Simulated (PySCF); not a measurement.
**Computed properties of C₄H₉NS, SMILES C/N=C(\C)SC**

C4H9NS, SMILES C/N=C(\C)SC. Geometry: B3LYP-D3(BJ)/def2-SVP. The structure was generated by enumeration; whether it is a known compound was not checked. The values are those of a single conformer. All values are computed for the isolated molecule unless a solvent is named; none is compared with measurement here.

**Structure.** The optimised structure has Cs symmetry. All 39 harmonic modes at B3LYP-D3(BJ)/def2-SVP (PySCF) are real, so it is a minimum. With heavy atoms numbered as in [CH3:1]/[N:2]=[C:3](\[CH3:4])[S:5][CH3:6], the shortest bond between them is N2–C3 at 1.271 Å and the longest S5–C6 at 1.813 Å.

**Vibrations.** The strongest infrared lines (harmonic, unscaled, degenerate partners summed) lie at 1725 cm⁻¹ (202 km/mol, C 54 %, N 43 %), 2975 cm⁻¹ (68 km/mol, H 97 %), 1143 cm⁻¹ (65 km/mol, C 51 %, H 37 %, N 12 %). The softest mode is at 73 cm⁻¹ and the zero-point energy is 78.2 kcal/mol.

**Electronic structure.** r2SCAN/def2-TZVP (PySCF) places the frontier levels at -5.57 and -0.76 eV, a gap of 4.81 eV, and gives a dipole moment of 1.00 D and a mean polarisability of 79.3 bohr³. PBE/def2-TZVP (PySCF) at the same geometry gives -5.36 and -0.94 eV, so its gap is 0.39 eV narrower. An orbital gap is neither the optical nor the fundamental gap.

**Excitations.** TDA-M06-2X/def2-SVPD (PySCF) has S1 at 5.13 eV (242 nm, f = 0.001, dark); the most intense of the 10 singlets computed lies at 6.00 eV (f = 0.23). T1 (TDA) is at 4.43 eV, 0.70 eV under S1. TDA-PBE/def2-SVPD (PySCF) puts S1 at 4.99 eV. No vertical singlet excitation falls in the visible range (under 3.1 eV).

**NMR.** GIAO shifts at KT2/pcSseg-1 (PySCF) (non-relativistic, atoms alike by connectivity averaged): ¹³C from 21.2 to 165.1 ppm against TMS; ¹H from 2.1 to 3.6 ppm against TMS.
